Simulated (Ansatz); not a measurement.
Cost and result for the atomization energy of `C[NH2+][B-](O)(O)O` (14 atoms, 13 bonds).

Cartesian coordinates in Å:
```
C 0.990 -0.005 -1.451
N -0.048 -0.664 -0.657
B -0.445 0.131 0.794
O -1.039 1.358 0.355
O -1.353 -0.795 1.406
O 0.806 0.281 1.473
H 1.222 -0.560 -2.362
H 1.881 0.088 -0.833
H 0.637 0.993 -1.708
H -0.915 -0.741 -1.179
H 0.228 -1.607 -0.398
H -0.545 2.094 0.716
H -2.196 -0.363 1.549
H 0.775 -0.210 2.296
```

Total charge 0; spin multiplicity 1. The structure was optimised at the PBE0-D4/def2-TZVP level. It is one conformer, not always the lowest. Program: Ansatz. All runs use 4 threads of an Arm Neoverse V2 on a shared host. Times are those of one run each, without the atoms' runs, and a repeat can differ threefold. Electronic energies, without spin–orbit coupling; frozen cores. CCSD(T)/CBS adds CCSD(T) − MP2 in def2-TZVPP to the MP2 limit, and its time is that of the two runs behind it. T1 = 0.011. B3LYP takes the VWN-RPA correlation (the form of Gaussian; ORCA's B3LYP/G).

CCSD(T)/CBS is a level of theory with its own doubt, some kJ/mol a heavy atom from the limit and from the frozen cores, so smaller differences don't rank the functionals.

```tsv
level	functions	wall time
LDA (SPW92)/def2-TZVPP	298	1.7 s
BLYP-D4/def2-TZVPP	298	2.9 s
PBE-D4/def2-TZVPP (with forces)	298	3.3 s
BHLYP-D4/def2-TZVPP	298	3.7 s
PBE0-D4/def2-TZVPP	298	3.9 s
CAM-B3LYP-D4/def2-TZVPP	298	4.1 s
r2SCAN-D4/def2-TZVPP (with forces)	298	6 s
B3LYP-D4/def2-TZVPP (with forces)	298	6.5 s
PBE-QIDH/def2-TZVPP	298	7.5 s
CCSD(T)/def2-SVP	124	15 s
MP2/def2-QZVPP	582	33 s
CCSD(T)/def2-TZVPP	298	16 min
CCSD(T)/CBS(def2)	–	17 min
```

Task: What atomization energy does each give, and how far from CCSD(T)/CBS? (Best estimate.)

Result: Computed: 
| level | atomization (kcal/mol) | difference from CCSD(T)/CBS | per bond |
| --- | --- | --- | --- |
| LDA (SPW92)/def2-TZVPP | 1527.7 | 204.6 | 15.7 |
| BLYP-D4/def2-TZVPP | 1321.9 | -1.2 | -0.1 |
| PBE-D4/def2-TZVPP (with forces) | 1346.9 | 23.8 | 1.8 |
| BHLYP-D4/def2-TZVPP | 1272.6 | -50.5 | -3.9 |
| PBE0-D4/def2-TZVPP | 1316.3 | -6.8 | -0.5 |
| CAM-B3LYP-D4/def2-TZVPP | 1329.5 | 6.4 | 0.5 |
| r2SCAN-D4/def2-TZVPP (with forces) | 1320.9 | -2.2 | -0.2 |
| B3LYP-D4/def2-TZVPP (with forces) | 1319.2 | -3.9 | -0.3 |
| PBE-QIDH/def2-TZVPP | 1306.6 | -16.5 | -1.3 |
| CCSD(T)/def2-SVP | 1250.2 | -72.9 | -5.6 |
| MP2/def2-QZVPP | 1336.8 | 13.7 | 1.1 |
| CCSD(T)/def2-TZVPP | 1287.6 | -35.5 | -2.7 |
| CCSD(T)/CBS(def2) | 1323.1 | 0.0 | 0.0 |

From PBE to PBE0 (25 % exact exchange), in def2-TZVPP and without D4, the atomization energy moves by −29.6 kcal/mol: exact exchange takes away binding that semilocal exchange gives to molecules. In def2-TZVPP, CCSD(T) changes the Hartree–Fock value by +352.9 kcal/mol (the triples alone add +19.7 kcal/mol) and MP2 by +381.2 kcal/mol; breaking electron pairs costs correlation energy, which Hartree–Fock lacks. The D4 term adds +9.5 kcal/mol with B3LYP and +5.0 kcal/mol with PBE0; it sums over pairs of atoms, weighted by their polarisabilities, and B3LYP, whose exchange is more repulsive, gets the larger term.
